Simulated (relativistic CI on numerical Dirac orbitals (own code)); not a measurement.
# One change at a time: Tl⁵³⁺

Base calculation: Dirac-Coulomb-Breit CI, separate exchange-only KLI orbitals for each configuration, model QED (radiative potential, 1s self-energy scaled to tabulated hydrogen-like ionisation energies), unscaled Slater integrals.

CI space (outside the closed core [Ne]): 3s2 3p6 3d10, 3s2 3p6 3d9 4s, 3s2 3p6 3d9 4p, 3s2 3p6 3d9 4d, 3s2 3p5 3d10 4s, 3s2 3p6 3d9 4f, 3s2 3p5 3d10 4p, 3s2 3p6 3d8 4s2, 3s2 3p5 3d10 4d, 3s2 3p6 3d8 4s 4p, 3s 3p6 3d10 4s, 3s2 3p6 3d9 5s, 3s2 3p5 3d10 4f, 3s2 3p6 3d8 4p2, 3s2 3p6 3d8 4s 4d, 3s2 3p6 3d9 5p. Levels of other configurations are missing.

The lowest level and the first level of each name with at least 55 % of one term (blank where a level has no safe partner in the second run):

| Level | Base (eV) | Shift (eV) |
| --- | --- | --- |
| 3s2 3p6 3d10 1S_0 | 0.00 | 0.00 |
| 3s2 3p6 3d9 4s 3D_3 | 1981.18 | +262.41 |
| 3s2 3p6 3d9 4s 1D_2 | 1983.36 |  |
| 3s2 3p6 3d9 4s 3D_1 | 2084.29 | +159.30 |
| 3s2 3p6 3d9 4s 3D_2 | 2085.63 |  |
| 3s2 3p6 3d9 4p 3F°_2 | 2198.24 | +140.30 |
| 3s2 3p6 3d9 4p 3F°_4 | 2261.19 | +77.35 |
| 3s2 3p6 3d9 4p 1P°_1 | 2264.70 |  |
| 3s2 3p6 3d9 4p 3D°_3 | 2267.11 |  |
| 3s2 3p6 3d9 4p 3P°_0 | 2360.69 | -26.33 |
| 3s2 3p6 3d9 4d 1P_1 | 2464.14 | +35.59 |
| 3s2 3p6 3d9 4d 3G_5 | 2466.03 | +33.07 |
| 3s2 3p6 3d9 4d 3D_3 | 2470.71 | +30.98 |
| 3s2 3p6 3d9 4d 3F_4 | 2472.87 |  |
| 3s2 3p6 3d9 4d 3P_0 | 2493.45 | +6.28 |
| 3s2 3p5 3d10 4s 3P°_2 | 2522.22 | +136.28 |
| 3s2 3p5 3d10 4s 1P°_1 | 2526.00 |  |
| 3s2 3p6 3d9 4d 3G_3 | 2534.64 |  |
| 3s2 3p6 3d9 4d 3F_2 | 2541.37 | -34.95 |
| 3s2 3p6 3d9 4d 1S_0 | 2583.67 | -14.28 |
| 3s2 3p6 3d9 4f 3P°_0 | 2637.35 | +32.80 |
| 3s2 3p6 3d9 4f 3P°_1 | 2641.08 | +29.08 |

At this charge energies of transitions that change n are usually good to better than 1 %, and those within a shell (Δn = 0) to a few per cent.

One thing was changed in a second run, which moved the levels as shown. Which?
A. Breit term removed
B. non-relativistic limit
C. QED terms removed
D. valence Slater integrals scaled by 0.9
E. configuration mixing switched off

B. Non-relativistic limit. Without relativity the fine structure collapses and s electrons lose their extra binding.

LS names give the leading component of a level, which can be under half, so a name can repeat, a term be missing and a line seem to break the LS rules.
